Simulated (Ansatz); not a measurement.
A nudged elastic band was laid between two geometries of BCl2HO + H2 (7 atoms, charge 0, multiplicity 1).

Level of theory: RKS B3LYP-D4/def2-SVP in Ansatz.

```
movable images  : 5
climbing image  : yes
spring          : 5.0 eV/Å²
optimiser       : quadratic models (default)
start path      : straight line
force threshold : 0.05 eV/Å
iteration limit : 60
end points      : relaxed
```

Image 0:

```xyz
7
Properties=species:S:1:pos:R:3
B 0.124 -0.706 -0.143
O 0.491 -0.414 1.110
H 0.223 0.470 1.403
Cl 0.542 -2.278 -0.813
Cl -0.775 0.463 -1.139
H -0.594 2.300 1.326
H -0.344 2.383 2.041
```

Image 6:

```xyz
7
Properties=species:S:1:pos:R:3
B 0.179 0.457 -0.084
O 0.013 0.567 1.574
H 0.219 -0.327 1.910
Cl 0.741 -1.281 -0.292
Cl -1.533 0.795 -0.657
H 0.987 1.288 -0.389
H -0.940 0.719 1.724
```

(1) What changes between the two ends?

(2) Give the energies along the band, and the barrier.

(3) What is the geometry of the highest image?

Results:

(1) Bonds broken: H6–H7. Bonds formed: B1–H6, O2–H7. BCl2HO + H2 becomes BCl2H3O.

(2) It converged. The highest image is number 4 of 0 to 6, 46.7 kcal/mol above the first end and 28.4 kcal/mol above the last; the last end lies 18.3 kcal/mol above the first. Neighbouring images differ by up to 2.0 eV, so the band resolves the path poorly. Another band between the same ends (5 images) ends at a top of the same energy, where a vibrational analysis finds 1 clearly imaginary mode. The orbitals stay closed-shell, which can raise the energy where a bond breaks towards radicals; this wasn't checked here.

```json
{"image": "0", "path coordinate (Å)": "0.00", "energy (kcal/mol)": "0.0", "H6–H7 (Å)": "0.76", "B1–H6 (Å)": "3.42", "O2–H7 (Å)": "3.06"}
{"image": "1", "path coordinate (Å)": "1.62", "energy (kcal/mol)": "0.7", "H6–H7 (Å)": "0.76", "B1–H6 (Å)": "3.60", "O2–H7 (Å)": "2.98"}
{"image": "2", "path coordinate (Å)": "3.24", "energy (kcal/mol)": "0.7", "H6–H7 (Å)": "0.76", "B1–H6 (Å)": "4.07", "O2–H7 (Å)": "2.60"}
{"image": "3", "path coordinate (Å)": "4.87", "energy (kcal/mol)": "1.1", "H6–H7 (Å)": "0.76", "B1–H6 (Å)": "2.95", "O2–H7 (Å)": "2.69"}
{"image": "4", "path coordinate (Å)": "6.49", "energy (kcal/mol)": "46.7", "H6–H7 (Å)": "1.04", "B1–H6 (Å)": "1.37", "O2–H7 (Å)": "1.27"}
{"image": "5", "path coordinate (Å)": "8.71", "energy (kcal/mol)": "18.3", "H6–H7 (Å)": "2.87", "B1–H6 (Å)": "1.20", "O2–H7 (Å)": "0.98"}
{"image": "6", "path coordinate (Å)": "10.93", "energy (kcal/mol)": "18.3", "H6–H7 (Å)": "2.92", "B1–H6 (Å)": "1.20", "O2–H7 (Å)": "0.98"}
```

(3) 
```xyz
7
Properties=species:S:1:pos:R:3
B -0.195 0.197 0.127
O -0.314 0.326 1.656
H 0.360 -0.228 2.083
Cl 1.110 -0.951 -0.365
Cl -1.774 0.113 -0.705
H 0.295 1.471 -0.016
H 0.185 1.289 1.005
```

Run time: 7.3 min on 1 thread of Arm Neoverse V1, on a shared host, peak memory 0.15 GiB.
